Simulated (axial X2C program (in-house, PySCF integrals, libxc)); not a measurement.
Which molecule has these constants?

All values come from calculations with an axial X2C code built on PySCF integrals, spin-free (one-electron X2C) or two-component (2c: spin–orbit coupling with atomic mean-field Coulomb and Gaunt terms, which also bring small scalar terms), in Dyall basis sets with cores contracted in-house; open shells are unrestricted.

A two-component CCSD(T) calculation in a Dyall 3-zeta basis gave Re = 3.123 Å, ωe = 175.7 cm⁻¹, De = 0.17 eV, Ω = 1/2.

Task: Which molecule is it?
A. MgH
B. CsMg
C. LiMg
D. KMg

Result: C. The others have MgH 1.739 Å and 1489.3 cm⁻¹ (Ω = 1/2); KMg 4.105 Å and 55.8 cm⁻¹ (Ω = 1/2); CsMg 4.592 Å and 39.6 cm⁻¹ (Ω = 1/2).

Frozen shells (counts by l): LiMg Mg 2s1p, Li 1s, 3 electrons correlated; MgH Mg 2s1p, H none, 3 electrons correlated; KMg K 2s1p, Mg 2s1p, 11 electrons correlated; CsMg Cs 4s3p2d, Mg 2s1p, 11 electrons correlated. Coupled cluster in natural virtuals with an MP2 remainder. Where the outer core of a metal is frozen, bonds come out longer and ionisation energies lower.

Each entry is the lowest single determinant of a limited PBE0 search at one distance. De goes to single-determinant-based atoms at the same level (for ions the charge split of lowest energy) and is withheld (n/a) where an atom does not fit its ground term or J level. Main or longest-lived isotopes. One determinant is a doubtful description, or other states lie close, for LiMg; these need not be ground states, and all values refer to the states named.
